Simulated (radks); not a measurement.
Question: These are the eigenvalues of the occupied orbitals of an atom or ion with whole-number occupations (eV). Calculated with a radial shooting solver on a logarithmic mesh with Libxc functionals: scalar-relativistic Kohn-Sham, LDA (Slater exchange, VWN5 correlation), spin-polarised, spherical densities, finite nucleus; Fermi nuclear charge, rms radius of each element as measured or else 0.836 A^(1/3) + 0.57 fm.

| orbital | eigenvalue |
|---|---|
| 1s up | -90219.36 |
| 1s down | -90219.30 |
| 2s up | -17958.23 |
| 2s down | -17956.90 |
| 2p up | -15732.22 |
| 2p down | -15731.09 |
| 3s up | -5916.159 |
| 3s down | -5915.215 |
| 3p up | -5274.451 |
| 3p down | -5273.442 |
| 3d up | -4636.694 |
| 3d down | -4635.452 |
| 4s up | -2737.254 |
| 4s down | -2733.821 |
| 4p up | -2499.472 |
| 4p down | -2496.089 |
| 4d up | -2247.964 |

Which element is it, and in what charge state? The configuration may be excited. Open shells, if any, are filled with parallel spins first.

Answer: Z = 82, lead, charge +45: Pb45+ in [Kr] 4d1. The list shows which subshells hold electrons but not how many an open one holds; the 1s level, -3315.5 hartree, gives Z - s = 81.4 by -(Z - s)^2/2, which with screening and relativity narrows Z to a few neighbours, and the depths of the outer levels then fix element, charge and occupations together.
